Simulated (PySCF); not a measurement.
FeBr2 (quintet state).
Structure used (PBE0-D3(BJ)/def2-SVP), in Å, numbered top down from 1:
```xyz
3
FeBr2 angstrom
Fe    -0.0002    0.0005    0.0000
Br    -0.0791   -0.1260    2.2850
Br     0.0794    0.1255   -2.2850
```

Method used: PySCF 2.14.0, PBE0-D3(BJ)/def2-SVP geometry optimisation, gas phase.

(1) Which atoms are bound to Fe1, and at what distances?

(2) What is the shape at Fe1?

(3) What are the rotational constants (commonest isotopes, rigid rotor)?

Answers

(1) 2 atoms: Br2 2.290 Å, Br3 2.290 Å.

(2) Linear: angle 180.0°.

(3) B = 610.7 MHz (linear).

Point group: D∞h (tolerance 0.08 Å). Charge 0, quintet. ⟨S²⟩ = 6.011 (exact for a quintet: 6.00). No PBE0-D3(BJ)/def2-SVP frequencies stand behind this structure, so it isn't proved a minimum.

Time: 2.9 min. Hardware: an Arm Neoverse V1 with one thread, on a shared host. These figures are those of the optimisation.

For an open-shell metal species like this, the optimisation's SCF solution wasn't tested for stability and no frequencies at its level were run, so a lower state or another shape may exist.
